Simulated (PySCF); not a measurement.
B3LYP has the VWN-RPA correlation part, as in Gaussian. Delta-SCF ions had no search for a lower state. Excitations are Tamm–Dancoff values on a coarser integration grid. The basis has no diffuse functions, so Rydberg states are missing or too high.

# C3H9N, SMILES `CCNC` (C–C–N–C torsion 64°) (charge 0, multiplicity 1)

These are B3LYP-D3(BJ)/def2-TZVP run with PySCF values and carry that method's errors.

| Quantity | Result |
|---|---|
| HOMO | -6.03 eV |
| dipole moment | 0.94 D |
| LUMO | 0.85 eV |
| HOMO–LUMO gap | 6.87 eV |
| S1 excitation (TDA) | 5.79 eV |
| S1 oscillator strength | 0.005 |
| T1 excitation (TDA) | 5.57 eV |
| S1–T1 gap (TDA) | 0.22 eV |
| vertical ionisation energy (Delta-SCF) | 8.56 eV |
| total energy | -4750.13 eV |
| cost | very roughly 2.6 core-minutes |

```xyz
13

C     -1.4544     0.5029     0.0136
C     -0.6029    -0.7510    -0.2054
N      0.7137    -0.7566     0.4208
C      1.6399     0.2473    -0.0790
H     -0.9767     1.3949    -0.3948
H     -1.6286     0.6717     1.0796
H     -2.4278     0.3975    -0.4712
H     -1.1468    -1.6251     0.1626
H     -0.4552    -0.9091    -1.2783
H      0.6199    -0.6770     1.4264
H      2.6004     0.1356     0.4261
H      1.3116     1.2897     0.0455
H      1.8070     0.0792    -1.1459
```
Charge 0, spin multiplicity 1.
